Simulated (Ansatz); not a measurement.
Input file for `C[CH]1[S][GaH]1`:

```yaml
crystal:
  periodic: [false, false, false]
  atoms:
    - {symbol: C, position_ang: [0.392734, 0.607160, -1.013766]}
    - {symbol: C, position_ang: [0.067990, -0.541573, -0.098005]}
    - {symbol: S, position_ang: [1.167716, -0.693801, 1.432770]}
    - {symbol: Ga, position_ang: [-0.978128, -0.390816, 1.528834]}
    - {symbol: H, position_ang: [-0.352554, 0.683589, -1.811457]}
    - {symbol: H, position_ang: [0.420824, 1.560590, -0.482216]}
    - {symbol: H, position_ang: [1.373176, 0.466402, -1.482341]}
    - {symbol: H, position_ang: [0.020894, -1.497608, -0.614949]}
    - {symbol: H, position_ang: [-2.112652, -0.193933, 2.541140]}
basis:
  gaussian: {orbitals: def2-TZVPP}
correlation: {method: ccsd_t}
output: {orbitals: {seedname: orbitals}}
```

```sh
$ ansatz run in.yaml --threads 4 --pin off --events-out ev --progress --plain
```

The program prints (abridged):

```
Functional definition: HF
1321 factors; integrals over basis functions are off by at most 1.1e-3 eV
mean field evaluation 1: about -65288.7615 eV, gradient 3.2e1 eV
mean field evaluation 2: about -65288.9572 eV, gradient 3.2e1 eV
mean field evaluation 4: about -65292.0643 eV, gradient 4.6e0 eV
mean field evaluation 8: about -65292.1313 eV, gradient 3.2e-1 eV
mean field evaluation 16: about -65292.1319 eV, gradient 2.2e-6 eV
mean field -65292.13191374 eV, -2399.4415912336 hartree, gradient 2.2e-6 eV, S^2 0.000000; 0 other end points of the search recorded, 0 dependent functions left out
16 core orbitals not correlated: weight in the atoms' cores, before any rotation towards them, 1.000 or more for the frozen orbitals, at most 0.000 for the correlated occupied ones
reference -65292.13191374 eV, -2399.4415912336 hartree; 16, 16 occupied and 190, 190 virtual orbitals, 1321 factors
second order -20.36343599 eV of doubles, -0.00000000 eV of singles
cycle   1  -20.36753799 eV  change   -4.1e-3 eV  update   1.2e-1
cycle   2  -21.03208473 eV  change   -6.6e-1 eV  update   3.6e-2
cycle   3  -21.15137127 eV  change   -1.2e-1 eV  update   1.9e-2
cycle   4  -21.13771603 eV  change    1.4e-2 eV  update   5.5e-3
cycle   5  -21.13702330 eV  change    6.9e-4 eV  update   3.1e-3
cycle   6  -21.13690729 eV  change    1.2e-4 eV  update   1.1e-3
cycle   7  -21.13671087 eV  change    2.0e-4 eV  update   5.3e-4
cycle   8  -21.13674200 eV  change   -3.1e-5 eV  update   1.6e-4
cycle   9  -21.13680375 eV  change   -6.2e-5 eV  update   5.9e-5
cycle  10  -21.13676249 eV  change    4.1e-5 eV  update   2.1e-5
cycle  11  -21.13677849 eV  change   -1.6e-5 eV  update   9.0e-6
perturbative correction -1.01535762 eV, -0.0373137042 hartree
Total energy: -65314.28404985 eV, -2400.2556672203 hartree
```

It took 63 s on 4 threads of a server CPU on a shared host, with 3.4 GiB of host memory at the peak.

MP2 recovers 91.9 % of the CCSD(T) correlation energy and the triples give 4.6 %; T1 = 0.0147.
